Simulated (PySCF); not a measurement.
# Relaxation of quintet MoCl₂

These are results of UPBE0 in PySCF with Mo def2-TZVP with ECP28, Cl def2-TZVP; scalar-relativistic core potentials, no spin–orbit coupling; density-fitted integrals, not measurements. A (50,194) grid was used.

A start displaced from a saddle point along its imaginary mode, of C2v symmetry, held to at least that symmetry:

```xyz
3
charge 0 multiplicity 5, angstrom
Mo    0.0459    0.1726    0.0000
Cl   -0.0642   -0.2416    2.2782
Cl   -0.0642   -0.2416   -2.2782
```

Optimiser trace:
```json
{"step": "0", "E − E(last) (kJ/mol)": "11.61", "largest gradient (Eh/bohr)": "0.01340"}
{"step": "1", "E − E(last) (kJ/mol)": "7.88", "largest gradient (Eh/bohr)": "0.00445"}
{"step": "2", "E − E(last) (kJ/mol)": "5.60", "largest gradient (Eh/bohr)": "0.00544"}
{"step": "3", "E − E(last) (kJ/mol)": "1.06", "largest gradient (Eh/bohr)": "0.00431"}
{"step": "4", "E − E(last) (kJ/mol)": "0.13", "largest gradient (Eh/bohr)": "0.00081"}
{"step": "5", "E − E(last) (kJ/mol)": "0.02", "largest gradient (Eh/bohr)": "0.00095"}
{"step": "6", "E − E(last) (kJ/mol)": "0.01", "largest gradient (Eh/bohr)": "0.00050"}
{"step": "7", "E − E(last) (kJ/mol)": "0.00", "largest gradient (Eh/bohr)": "0.00002"}
```

It ends at C2v with Mo–Cl 2.260 Å (×2); Cl–Mo–Cl 131.6°. A frequency run shows a minimum.

Open d and f shells are described by one determinant, and the ground state may have another occupation or spin.

The relaxation took 27 s on 4 threads of a shared Arm Neoverse V1 host, with 114 basis functions and 9 gradients; the process peaked at 1.1 GiB. Launch command: `OMP_NUM_THREADS=4 python axn.py task.json out`.
